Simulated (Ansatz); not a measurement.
```yaml
atoms:
  - { symbol: Ge, position_ang: [0.0325, 0.0762, 0.0529] }
  - { symbol: H, position_ang: [0.8106, 0.8972, 0.9441] }
  - { symbol: H, position_ang: [1.0000, -0.8731, -0.8359] }
  - { symbol: H, position_ang: [-0.8478, 0.8438, -0.9395] }
  - { symbol: H, position_ang: [-0.9366, -0.7663, 0.9101] }
```

Basis set: STO-3G (spherical functions). Correlated methods keep 9 orbitals frozen. Charge 0, multiplicity 1.

Computed with Ansatz (development build ahead of 0.2.0); each method stands on the lowest determinant of its kind that the runs found. Restricted open shells among the atoms or ions are ROHF, correlated in semicanonical orbitals with singles.

The atomization energy at this shape (free ground-state atoms in the same class of orbitals less the molecule, no zero-point energy) of singlet GeH4:

```json
{"method": "RHF", "atomization energy": "15.38 eV"}
```

Q: What does RHF-MP2 give?

A: 16.39 eV.

This basis has no polarisation functions and is too small for such energies, which can lie far from measured ones in either direction.
